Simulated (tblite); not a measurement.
Compound: C5H10O2P2.
Z-matrix (Å and degrees, GFN2-xTB geometry), rows numbered from 1:
```
O 
C   1  1.2040
C   2  1.5142  1  122.54
C   3  1.5282  2  110.51  1  -111.98
P   4  1.8513  3  106.51  2   -63.77
O   5  1.4698  4  112.75  3   -62.14
P   5  2.1842  4  111.31  3   170.48
C   5  1.8418  4  100.57  3    58.67
C   2  1.5132  1  122.74  3  -179.10
H   3  1.0927  2  109.06  1     9.54
H   3  1.0929  2  109.12  1   128.89
H   4  1.0930  3  110.21  2   178.66
H   4  1.0907  3  111.15  2    57.54
H   7  1.3911  5   93.95  4   -24.14
H   7  1.3914  5   89.93  4    69.00
H   8  1.0932  5  107.78  4  -176.92
H   8  1.0912  5  111.00  4    64.05
H   9  1.0934  2  108.86  1  -127.76
H   9  1.0925  2  109.16  1    -8.61
```

Computed values, GFN2-xTB/tblite, gas phase, harmonic and unscaled. Against measured fundamentals such values can be off by several per cent, at times by over 20. Modes of hydrogen on phosphorus can be 10 to 20 % off. One conformer, not necessarily the lowest.

Harmonic wavenumbers (cm⁻¹): 53.4, 108.5, 117.0, 131.8, 142.4, 196.8, 270.1, 309.9, 313.0, 357.1, 417.2, 493.2, 544.2, 656.7, 678.0, 683.7, 712.3, 737.6, 776.7, 803.2, 883.3, 890.3, 971.8, 1008.5, 1045.3, 1048.5, 1098.2, 1099.4, 1111.3, 1162.8, 1214.0, 1242.6, 1244.4, 1256.6, 1288.2, 1302.4, 1421.2, 1429.1, 1443.7, 1457.9, 1777.7, 2277.4, 2336.8, 2949.0, 2950.8, 2962.7, 2968.9, 2971.0, 2977.8, 2979.6, 2982.0.

A = 2345, B = 741.3, C = 722.0 MHz; mass 164.016 u (most abundant isotopes); point group C1, symmetry number 1.

Task: Zero-point energy?

Result: ½Σν̃ = 31128 cm⁻¹ = 372.38 kJ/mol.

Task: Give the ideal-gas entropy at 350 K and 1 bar in the rigid-rotor, harmonic-oscillator model (classical rotation).

Result: Translation 175.79, rotation 127.22, vibration 147.90: S = 450.9 J/(mol K).

Task: And Cp and H(350 K) − H(0)?

Result: Cp = 192.21 J/(mol K), of which vibrations give 158.95 (their classical limit is 51 R = 424.0); H(350 K) − H(0) = 39.46 kJ/mol without the zero-point energy, 27.82 from vibrations.

Task: Which modes carry the vibrational entropy at 350 K?

Result: 53.4 cm⁻¹: 20.94; 108.5 cm⁻¹: 15.10; 117.0 cm⁻¹: 14.48; 131.8 cm⁻¹: 13.51; 142.4 cm⁻¹: 12.88; 196.8 cm⁻¹: 10.30 J/(mol K); the other 45 give 60.69 together.

Task: How do the functions run with temperature in this model?

Result: 
| T (K) | S (J/(mol K)) | Cp (J/(mol K)) | H − H(0) (kJ/mol) | G − H(0) (kJ/mol) | ln q(vib) |
| --- | --- | --- | --- | --- | --- |
| 50 | 248.6 | 54.1 | 2.02 | -10.40 | 0.37 |
| 100 | 294.6 | 80.6 | 5.42 | -24.04 | 1.48 |
| 298.15 | 422.0 | 169.2 | 30.08 | -95.73 | 6.81 |
| 373.15 | 463.5 | 202.0 | 44.02 | -128.95 | 8.86 |
| 500 | 529.5 | 249.0 | 72.75 | -191.99 | 12.31 |
| 750 | 643.6 | 313.0 | 143.66 | -339.05 | 18.88 |
| 1000 | 739.6 | 353.6 | 227.33 | -512.28 | 24.97 |

q(vib) and H(0) count from the zero-point level.

Task: Blend soft modes into free rotors: weight 1/[1 + (100 cm⁻¹/ν̃)⁴] for the oscillator and the rest for a rotor with moment μB/(μ + B), μ = h/(8π²ν), B = 10⁻⁴⁴ kg m². What vibrational entropy results?

Result: 139.74 J/(mol K) in place of 147.90, which changes −T·S at 350 K by +2.86 kJ/mol.

Task: What must be added to the electronic energy to get the Gibbs energy at 350 K and 1 bar?

Result: ZPE + [H(350 K) − H(0)] − T·S = 372.38 + 39.46 − 157.82 = 254.02 kJ/mol.

Hindered rotation and anharmonicity are outside this model. Other conformers, if any are populated, would add a mixing term that is left out. The structure is chiral; the term R ln 2 for an equal mix with its mirror image is left out.
